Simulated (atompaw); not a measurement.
**ruthenium (Ru): one change to a PAW (atompaw) potential, before and after**

atompaw 4.2.0.5 input, output lines left out:

```
Ru 44
GGA-PBESOL scalarrelativistic loggrid 1500 logderivrange -8 5 326
5 5 4 0 0 0
5 0 1
5 1 0
4 2 7
0 0 0
c
c
c
v
v
c
c
v
v
c
v
2
2.35 2.25 2.05 1.35
n
n
y
0.05
n
custom polynom2 7 10 vanderbiltortho besselshape
3 0 troulliermartins
1.25
2.35
1.70
2.35
2.35
2.35
```

Change: wave 4p (bound): rc 1.70 bohr becomes 4p (bound): rc 1.90 bohr.

Cutoffs: the cutoffs (Ry, on a coarse ladder) from which the occupation-weighted sum of valence levels, in a spherical-Bessel basis at the reference potential, stays within 10 and 1 mRy of its value at 400 Ry; they do not see the model core or the augmentation charge, which bear on the density cutoff.

Problem. What does the change do?

Solution. The potential gets softer (30 Ry and 100 Ry → 25 Ry and 60 Ry); neither file shows a bound ghost.

| quantity | base | changed |
| --- | --- | --- |
| cutoff, loose | 30 Ry | 25 Ry |
| cutoff, tight | 100 Ry | 60 Ry |
| loose cutoff by channel (10 mRy a level) | s 18 Ry, p 21 Ry, d 15 Ry | s 18 Ry, p 18 Ry, d 15 Ry |
| bound ghosts | none | none |
| s: phases at 2.35 bohr within 0.05 rad from the reference energy up to (Ry; the scan ends near 5) | 2.4 | 2.4 |
| p: phases at 2.35 bohr within 0.05 rad from the reference energy up to (Ry; the scan ends near 5) | 0.9 | 1.0 |
| d: phases at 2.35 bohr within 0.05 rad from the reference energy up to (Ry; the scan ends near 5) | 3.3 | 3.3 |
| lowest overlap eigenvalue by channel | s 0.36, p 0.54, d 0.92 | s 0.36, p 0.57, d 0.92 |

 The cutoffs see the waves, projectors and local potential, not the compensation charge or the core.
